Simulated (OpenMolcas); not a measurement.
## GaSiH3F2 (SMILES [F][Ga]([F])[SiH3]): methods side by side

GaSiH3F2: 7 atoms, total charge 0, spin state singlet. As SMILES, `[F][Ga]([F])[SiH3]`. Geometry: relaxed at PBE0-D4/def2-TZVP.

```xyz
7

F     0.3377   -1.7169    2.0420
Ga    0.7498   -0.8722    0.5660
F     2.3046   -1.4095   -0.0293
Si   -0.6361    0.7619   -0.4869
H     0.1912    1.5941   -1.3929
H    -1.2676    1.5996    0.5615
H    -1.6795    0.0431   -1.2604
```

Quantity: the dipole moment, in D. The values are calculated.

```csv
level,kind,program,value (D)
HF/6-31G* (spherical functions),Hartree–Fock,OpenMolcas,3.66
SVWN5/6-31G* (spherical functions),LDA,OpenMolcas,3.46
PBE/6-31G* (spherical functions),GGA,OpenMolcas,3.28
revPBE/6-31G* (spherical functions),GGA,OpenMolcas,3.23
TPSS/6-31G* (spherical functions),meta-GGA,OpenMolcas,3.23
r2SCAN/6-31G* (spherical functions),meta-GGA,OpenMolcas,3.40
PBE0/6-31G* (spherical functions),global hybrid,OpenMolcas,3.47
B3LYP/6-31G* (Cartesian functions),global hybrid,OpenMolcas,3.45
```

All-electron rows without a relativistic Hamiltonian named are non-relativistic. The values span 3.23 to 3.66 D. Magnitudes only.
